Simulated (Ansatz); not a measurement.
`O[Si]([SiH3])(S)Cl` → `O[Si]Cl` + `[SiH3]S` at 600 K and 1 bar (silylene formation by 1,1-elimination).

Gas-phase electronic energies from Ansatz, PBE0-D4/def2-TZVP geometries. CCSD(T)/CBS adds triple-zeta CCSD(T) − MP2 to the extrapolated MP2 energy (def2 sets, frozen cores). This one scheme is used for every species. Each species was taken in one conformer, which may not be the lowest.

```tsv
species	CCSD(T)/CBS energy (Eh)	H − E (kJ/mol)	S (J/(mol·K))
`O[Si]([SiH3])(S)Cl`	-1514.02592	208.7	503.0
`O[Si]Cl`	-824.69782	72.4	323.1
`[SiH3]S`	-689.27336	126.3	326.2
```

H − E and S are ideal-gas, rigid-rotor, harmonic terms from PBE0-D4/def2-TZVP, for one conformer and one mirror image of each species. 1 Eh = 2625.50 kJ/mol, R = 8.31446 J/(mol·K).

**Question.** By hand: ΔE, ΔH, ΔS and ΔG.

**Answer.** ΔE = (-824.69782) + (-689.27336) − (-1514.02592) = 0.05474 Eh = 143.7 kJ/mol. Δ(H − E) = 72.4 + 126.3 − 208.7 = -10.0, so ΔH = 133.7 kJ/mol. ΔS = 323.1 + 326.2 − 503.0 = 146.3 J/(mol·K). ΔG = 133.7 − 600 × (146.3)/1000 = 45.9 kJ/mol.

**Question.** By hand: the equilibrium constant, and the temperature at which ΔG would vanish if ΔH and ΔS stayed fixed.

**Answer.** log₁₀ K = −ΔG/(RT ln 10) = -4.0. ΔG = 0 at ΔH/ΔS = 914 K.

The number of gas molecules changes by +1, which sets the sign of ΔS. A doubt of 5 kJ/mol in ΔE shifts log₁₀ K by 0.4 here. Other conformers and mirror images would add mixing entropy, several J/(mol·K) or more a flexible species. These are equilibria of isolated gas molecules and say nothing of rates. Largest T1 diagnostic: 0.014 (customary marks: 0.02 for closed shells, 0.045 for open ones).
